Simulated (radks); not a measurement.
Results of a calculation; reference values are marked as such.
Q: The germanium ion Ge4+, 28 electrons, occupied as [Ne] 3s1.5 3p6 3d10 4s0.5 (fractional occupations, a model configuration). Code: a radial shooting solver on a logarithmic mesh with Libxc functionals. Model: scalar-relativistic Kohn-Sham, SOGGA, spin-polarised, spherical densities, finite nucleus; open shells are filled with parallel spins first; Fermi nuclear charge, rms radius 4.0742 fm. Some entries of the table are withheld. Estimate them.

orbital,occ.,eigenvalue (eV),<r> (bohr)
1s up,1,-11010.76,0.04702
1s down,1,-11010.28,0.04702
2s up,1,-1427.025,0.2101
2s down,1,-1426.640,0.2101
2p up,3,-1254.717,0.1837
2p down,3,-1254.328,0.1837
3s up,1,-223.5314,0.6215
3s down,0.5,-222.5643,0.6218
3p up,3,-170.6550,0.6417
3p down,3,-169.7214,0.6420
3d up,5,-83.7048,0.7020
3d down,5,-82.8401,0.7015
4s up,0.5,(1),1.737
4s down,0,(2),1.733

A: 
(1) 4s up eigenvalue (eV): -54.2466
(2) 4s down eigenvalue (eV): -53.0974
